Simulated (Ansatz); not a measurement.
Reaction (cleavage of the Si–B bond): `O[SiH2]B(F)F` + `N=C=O` → `O=C=N[SiH2]O` + `FBF`

Computed with Ansatz on PBE0-D4/def2-TZVP structures; ΔE is electronic, products minus reactants. CCSD(T)/CBS is the MP2 limit (def2-TZVPP, def2-QZVPP) plus CCSD(T) − MP2 in def2-TZVPP, frozen cores. This one scheme is used for every species. One conformer a species, not always the lowest.

```
       species  MP2/def2-QZVPP energy (Eh)
`O[SiH2]B(F)F`                  -590.47026
       `N=C=O`                  -168.46171
`O=C=N[SiH2]O`                  -533.96168
         `FBF`                  -225.02714
```

Question: Work out ΔE.

Answer: ΔE = (-533.96168) + (-225.02714) − (-590.47026) − (-168.46171) = -0.05685 Eh = -35.7 kcal/mol. CCSD(T)/CBS gives -32.9 kcal/mol.

Question: What do rigid-rotor, harmonic-oscillator terms from PBE0-D4/def2-TZVP frequencies (298.15 K, 1 bar) make of the CCSD(T)/CBS value? (Estimate.)

Answer: The calculation gave: ΔZPE = +0.7 kcal/mol, ΔH = -32.5 kcal/mol, ΔS = 3 J/(mol·K), ΔG = -32.7 kcal/mol. Modes under 50 cm⁻¹ make the entropy rough.

Largest T1 diagnostic among the species: 0.018.

From r2SCAN to r2SCAN0 (25 % exact exchange), in def2-TZVPP and without D4, ΔE moves by −1.6 kcal/mol. In def2-TZVPP, CCSD(T) changes the Hartree–Fock value by +5.5 kcal/mol (the triples alone add +0.7 kcal/mol) and MP2 by +2.8 kcal/mol.
